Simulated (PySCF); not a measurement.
Bi(H)(F)2, HBiF2, SMILES [F][BiH][F], singlet (B3LYP/def2-SVP optimised geometry):

```
4

Bi    -0.848    -1.018     0.000
H      0.980    -1.018     0.000
F     -0.980     1.018     0.000
F     -0.976    -1.264     2.022
```

Method: B3LYP/def2-TZVP, def2 effective core potentials past Kr in PySCF.

Q: What are the frontier orbital energies and the dipole moment?

A: HOMO-2 -10.29 eV, HOMO-1 -10.24 eV, HOMO -8.38 eV, LUMO -2.19 eV, LUMO+1 -2.03 eV; dipole moment 4.65 D.

On the same geometry PBE/def2-TZVP, def2 effective core potentials past Kr in PySCF gives HOMO-2 -8.68 eV, HOMO-1 -8.63 eV, HOMO -7.24 eV, LUMO -2.63 eV, LUMO+1 -2.51 eV; dipole moment 4.32 D.
